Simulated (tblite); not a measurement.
A structure optimised at GFN2-xTB (Å):
```
atom  x, y, z in Å
Si1   -1.5486    2.0273    0.2549
P2    -0.4774    0.2973   -0.6847
Si3   -1.8975   -1.3835   -0.2777
P4     0.9272   -0.0758    0.9140
Si5    1.9957   -1.8684    0.0694
P6     2.4635    1.3736    0.4798
H7    -0.6766    3.2008    0.0941
H8    -2.7741    2.1688   -0.5321
H9    -1.8342    1.8082    1.6765
H10   -2.0619   -1.6472    1.1549
H11   -3.1605   -0.9546   -0.8817
H12   -1.3404   -2.5588   -0.9584
H13    3.3215   -1.8216    0.6914
H14    1.2096   -3.0344    0.4910
H15    2.0814   -1.7914   -1.3932
H16    1.8530    1.9231   -0.6511
H17    1.9124    2.3486    1.3162
```

Neutral, closed shell.

Problem. Which heavy atoms are bonded, and with what formal order?

Solution. Si1–P2 2.24 Å (single); P2–Si3 2.24 Å (single); P2–P4 2.16 Å (single); P4–Si5 2.25 Å (single); P4–P6 2.16 Å (single). Bonds to hydrogen (Å): Si1–H7 1.47; Si1–H8 1.46; Si1–H9 1.47; Si3–H10 1.47; Si3–H11 1.46; Si3–H12 1.47; Si5–H13 1.47; Si5–H14 1.47; Si5–H15 1.47; P6–H16 1.40; P6–H17 1.40.

Problem. Which species is it?

Solution. `[SiH3]P([SiH3])P([SiH3])P`, H11P3Si3.

Problem. What is the point group of this geometry?

Solution. C1 (no symmetry element, even within 0.4 Å).

Problem. Classify the heavy atoms.

Solution. Si1/Si3: SiH3 silicon; P2: three-coordinate phosphorus; P4: three-coordinate phosphorus; Si5: SiH3 silicon; P6: three-coordinate phosphorus.

Problem. What is the arrangement about Si5?

Solution. It has 4 neighbours (P4, H13, H14, H15) and is distorted tetrahedral (angles from 104.2° to 112.8°).

Problem. What is the arrangement about Si1?

Solution. It has 4 neighbours (P2, H7, H8, H9) and is distorted tetrahedral (angles from 104.4° to 112.6°).

These are computed values.
